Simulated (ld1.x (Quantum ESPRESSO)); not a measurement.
## Varying the RRKJ potential for Bi

Base potential:

Bi, norm-conserving RRKJ (Kleinman–Bylander form), made with ld1.x (Quantum ESPRESSO) 7.5 (PBEsol, scalar-relativistic). Core [Xe] 4f14, reference 5d10 6s1.75 6p3.25. Waves: 6p (bound): rc 1.95 bohr; 5d (bound): rc 2.05 bohr; 5f channel at -0.05 Ry: rc 1.55 bohr; 6s (bound): rc 1.80 bohr. Local part: the s channel. Core correction: a·sin(br)/r model core inside 0.80 bohr. rho0 = 0.01.

Cutoffs, loose and tight: the cutoffs (Ry, on a coarse ladder) from which the occupation-weighted sum of valence levels, in a spherical-Bessel basis at the reference potential, stays within 10 and 1 mRy of its value at 400 Ry. They do not see the model core or the augmentation charge, which bear on the density cutoff. Test errors are all-electron minus pseudo excitation energies from the reference, over the configurations 5d10 6s2 6p3; 5d10 6s2 6p2; 5d10 6s2 6p1; 5d10 6s2 6p3.3; 5d9 6s2 6p3; 5d10 6s1 6p4; 5d10 6s1 6p0. A dash means not determined; rows that change the core or the reference have their own tests.

| change | outcome | cutoff, loose | cutoff, tight | bound ghosts | largest test error (meV) |
| --- | --- | --- | --- | --- | --- |
| base | generated | 45 Ry | 60 Ry | none | -75 |
| wave 5f channel at -0.05 Ry: rc 1.55 bohr becomes 5f channel at 1.43 Ry: rc 1.55 bohr | generated | 45 Ry | 60 Ry | none | -75 |
| wave 6p (bound): rc 1.95 bohr becomes 6p (bound): rc 1.94 bohr | generated | 45 Ry | 60 Ry | none | -75 |
| functional PBE | generated | 45 Ry | 60 Ry | none | -78 |
| wave 5f channel at -0.05 Ry: rc 1.55 bohr becomes 5f channel at -0.05 Ry: rc 2.18 bohr | generated | 45 Ry | 60 Ry | none | -75 |

Q: What comes out with this change to the base: local potential the d channel?

A: outcome: failed: compute_chi: n is too large. Cause: near the origin the numerical χ = (ε − T − V_loc)φ did not join its small-r series within 0.05 bohr.

Q: What comes out with this change to the base: all radii but the core radius scaled by about 1.40 (s 2.52, p 2.72, d 2.86, f 2.16 bohr)?

A: outcome: generated; cutoff, loose: 25 Ry; cutoff, tight: 35 Ry; bound ghosts: none; largest test error (meV): no test is counted, since the test run did not reproduce the reference configuration.
